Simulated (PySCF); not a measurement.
Predicted microwave data (PBE0-D3(BJ)/def2-SVP geometry optimisation, gas phase (PySCF)) for one isomer of C2H7ClOSi:

- Rotational constants: A = 3982, B = 2333, C = 1582 MHz
- Dipole components: |μa| = 1.05 D, |μb| = 1.04 D, |μc| = 0.30 D
- Inertial defect: -24.04 u·Å²
- κ: -0.37

Problem. Which structure is it? (One computed conformer of each.)
A. `[CH3:1][CH2:2][O:3][SiH2:4][Cl:5]` with C1–C2–O3–Si4 173°, C2–O3–Si4–Cl5 -173°
B. `[CH3:1][C@@H:2]([Cl:3])[SiH2:4][OH:5]` with C1–C2–Si4–O5 -173°, C2–Si4–O5–H 46°

Solution. B. It is C[C@@H](Cl)[SiH2]O, an asymmetric top, point group C1. The candidates at the same level (rigid rotor, commonest isotopes):

```csv
SMILES,A (MHz),B (MHz),C (MHz),μa (D),μb (D),μc (D),Δ (u·Å²),point group,rotor
C[C@@H](Cl)[SiH2]O,3982,2333,1582,1.05,1.04,0.30,-24.04,C1,asymmetric top
CCO[SiH2]Cl,9248,1262,1142,1.99,1.46,0.14,-12.74,near Cs,near-prolate asymmetric top
```

`CCO[SiH2]Cl` has A 132 % too high. No structure here is proved a minimum.
